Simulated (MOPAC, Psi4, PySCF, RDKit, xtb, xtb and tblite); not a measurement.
Two geometries of C2H4ClF, SMILES FCCCl, singlet, relaxed at GFN2-xTB with one dihedral held; other torsions can differ between them too.

Structure A

```
8

F      1.6490    -0.7666    -0.2629
C      0.7445     0.2475    -0.0995
C     -0.6613    -0.3030     0.0580
Cl    -0.9048    -1.0123     1.6798
H      0.8058     0.8703    -0.9995
H      1.0572     0.8185     0.7801
H     -1.3915     0.4963    -0.0575
H     -0.8422    -1.0934    -0.6702
```

Structure B

```
8

F      1.6361    -0.7613    -0.2409
C      0.7362     0.2640    -0.1079
C     -0.6734    -0.2884     0.0718
Cl    -1.2304    -0.1503     1.7628
H      0.8109     0.8557    -1.0265
H      1.0558     0.8623     0.7499
H     -1.3916     0.2594    -0.5357
H     -0.6904    -1.3458    -0.1915
```

Q: Which is lower in energy at the level DF-MP2 (frozen core)/cc-pVTZ // GFN2-xTB (Psi4), and by how much?

A: A is lower, by 10.65 kJ/mol (dihedral F1–C2–C3–Cl4: 75° in A, 105° in B).

E(B) − E(A) in kJ/mol at the other levels, on the same two geometries: GFN2-xTB (xtb and tblite) 2.72; MMFF94 // GFN2-xTB (RDKit) 9.04; B3LYP/def2-TZVP // GFN2-xTB (Psi4) 9.22; B3LYP-D3(BJ)/def2-TZVP // GFN2-xTB (Psi4) 9.42; PBE/def2-TZVP // GFN2-xTB (Psi4) 9.26; PBE-D3(BJ)/def2-TZVP // GFN2-xTB (Psi4) 9.35; r2SCAN/def2-TZVP // GFN2-xTB (Psi4) 10.53; HF/cc-pVTZ // GFN2-xTB (Psi4) 10.17; UFF // GFN2-xTB (RDKit) 10.58; PM3, restricted, heats of formation // GFN2-xTB (MOPAC) 4.03; PM7, restricted, heats of formation // GFN2-xTB (MOPAC) 4.19; GFN1-xTB // GFN2-xTB (xtb) 2.91; restricted B3LYP/6-31G*, spherical d // GFN2-xTB (PySCF) 11.06; restricted MP2 (frozen core)/3-21G // GFN2-xTB (PySCF) 12.03; restricted M06-2X/6-31G*, spherical d // GFN2-xTB (PySCF) 11.14; restricted LDA (SVWN5)/6-31G*, spherical d // GFN2-xTB (PySCF) 11.99.
